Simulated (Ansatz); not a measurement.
Coupled-cluster run, BrFSn, SMILES `[F][Sn][Br]`.

```yaml
crystal:
  periodic: [false, false, false]
  atoms:
    - {symbol: F, position_ang: [-0.943241, 1.248928, -0.388884]}
    - {symbol: Sn, position_ang: [-0.636464, -0.662494, -0.416812]}
    - {symbol: Br, position_ang: [1.568705, -0.651233, 0.792398]}
basis:
  gaussian: {orbitals: def2-TZVPP}
correlation: {method: ccsd_t}
output: {orbitals: {seedname: orbitals}}
```

```sh
$ ansatz run in.yaml --threads 2 --pin off --events-out ev --progress --plain
```

Log, shortened:

```
Functional definition: HF
1015 factors; integrals over basis functions are off by at most 9.8e-4 eV
mean field evaluation 1: about -78512.0938 eV, gradient 3.5e1 eV
mean field evaluation 2: about -78512.1930 eV, gradient 3.5e1 eV
mean field evaluation 4: about -78514.5719 eV, gradient 2.1e0 eV
mean field evaluation 8: about -78514.6127 eV, gradient 3.5e-1 eV
mean field evaluation 16: about -78514.6135 eV, gradient 1.7e-6 eV
mean field -78514.61349274 eV, -2885.3588267419 hartree, gradient 1.7e-6 eV, S^2 0.000000; 0 other end points of the search recorded, 0 dependent functions left out
14 core orbitals not correlated: weight in the atoms' cores, before any rotation towards them, 1.000 or more for the frozen orbitals, at most 0.000 for the correlated occupied ones
reference -78514.61349274 eV, -2885.3588267419 hartree; 19, 19 occupied and 96, 96 virtual orbitals, 1015 factors
second order -22.46749407 eV of doubles, -0.00000000 eV of singles
cycle   1  -21.71513852 eV  change    7.5e-1 eV  update   1.2e-1
cycle   2  -22.20401918 eV  change   -4.9e-1 eV  update   4.0e-2
cycle   3  -22.32030689 eV  change   -1.2e-1 eV  update   2.3e-2
cycle   4  -22.30693238 eV  change    1.3e-2 eV  update   7.2e-3
cycle   5  -22.29811531 eV  change    8.8e-3 eV  update   3.1e-3
cycle   6  -22.29916824 eV  change   -1.1e-3 eV  update   1.2e-3
cycle   7  -22.29946608 eV  change   -3.0e-4 eV  update   4.3e-4
cycle   8  -22.29920058 eV  change    2.7e-4 eV  update   1.4e-4
cycle   9  -22.29920958 eV  change   -9.0e-6 eV  update   5.6e-5
cycle  10  -22.29926464 eV  change   -5.5e-5 eV  update   1.9e-5
cycle  11  -22.29923084 eV  change    3.4e-5 eV  update   8.7e-6
perturbative correction -0.71880347 eV, -0.0264155403 hartree
Total energy: -78537.63152705 eV, -2886.2047239005 hartree
```

It took 11 s on 2 threads of a server CPU on a shared host, with 0.6 GiB of host memory at the peak.

MP2 recovers 97.6 % of the CCSD(T) correlation energy and the triples give 3.1 %; T1 = 0.0138.
